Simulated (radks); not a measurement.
The numbers below are computed, except where a source is named.
Question: Level of theory: non-relativistic Kohn-Sham, LB94 model potential, spin-polarised, spherical densities, point nucleus (a radial shooting solver on a logarithmic mesh with Libxc functionals). Response by self-consistent Sternheimer equations with the Hartree and adiabatic LDA kernel. Rank Zn, Ge2+, Br5+, Kr6+, Sr8+, Ga+, Rb7+, Se4+, As3+ (NIST ground configurations) by static dipole polarisability, largest first.

Answer: Zn 29.96, Ga+ 15.24, Ge2+ 9.392, As3+ 6.387, Se4+ 4.619, Br5+ 3.485, Kr6+ 2.713, Rb7+ 2.163, Sr8+ 1.759 bohr^3.
